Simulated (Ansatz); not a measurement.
Worked example: Sn(CH3)Br + SiH3(SH) → Sn(CH3)(SH) + SiH3Br

Species: Sn(CH3)Br, singlet; SiH3(SH) (sulfanylsilane), singlet; Sn(CH3)(SH), singlet; SiH3Br `[SiH3]Br`, singlet. The partners trade Br for SH: Sn–Br and Si–SH bonds give way to Sn–SH and Si–Br.

Shapes, held fixed at every level: PBE0-D4/def2-TZVP. Flexible molecules stand in one conformer, not always the lowest. Programs: Ansatz 0.2.0. The zero-point and thermal change to 298 K, harmonic and unscaled (PBE0-D4/def2-TZVP), is +0.3 kJ/mol.

At CCSD(T)/def2-TZVPP; 1 Eh = 2625.50 kJ/mol:

| species | energy (Eh) |
| --- | --- |
| Sn(CH3)Br | -2826.250486 |
| SiH3(SH) | -689.205236 |
| Sn(CH3)(SH) | -651.856818 |
| SiH3Br | -2863.596019 |

**Question.** Work out ΔH(298 K) of the reaction at this level.

**Answer.** 
1. Products less reactants: (-651.856818) + (-2863.596019) − [(-2826.250486) + (-689.205236)] = 0.002885 Eh = +7.6 kJ/mol.
2. With the thermal change: +7.6 + (+0.3) = +7.9 kJ/mol.

Other levels give +9.5 (PBE-D4/def2-TZVPP) to +12.8 kJ/mol (wB97X-V/def2-TZVPP). No measured value is set beside it here. For atoms past krypton def2 sets carry core potentials with scalar relativity. Relativity is left out for Br unless named. Correlated rows may include outer-core shells of Br, Sn, which these sets cover unevenly.
